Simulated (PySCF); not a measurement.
Zn(Et)(OH) cation (C₂H₆OZn), SMILES C[CH2][Zn][OH] (connectivity only; charge and spin as stated), charge +1, multiplicity 2.

The structure is a stationary point at ωB97X-D3(BJ)/def2-SVP. The multiplicity is an assumed one; no other spin state was optimised. The isomer is the one that the SMILES or the coordinates give; other isomers of the formula were not compared. The values are those of a single conformer.

Two levels are set side by side: PBE/def2-TZVP (PySCF) and PBE0/def2-TZVP (PySCF). Same geometry, gas phase. Differences are taken from unrounded values.

| quantity | PBE |
|---|---|
| α-spin orbital gap (eV) | 4.79 |
| β-spin orbital gap (eV) | 0.36 |
| mean polarisability (bohr³) | 62.8 |

Task: These are the PBE values. What does PBE0 give? (An estimate is asked for; the answer gives what the named calculation found.)

Result: 
```csv
quantity,PBE0,PBE minus PBE0
α-spin orbital gap (eV),7.06,-2.27
β-spin orbital gap (eV),2.67,-2.31
mean polarisability (bohr³),56.8,6.1
```

Loosely held outer electrons make PBE densities more polarisable. Differences between two approximate levels are no errors against the true value.

Rough cost on one machine, each run with all the roots and properties that it gave: PBE0 against PBE within a factor of 2.
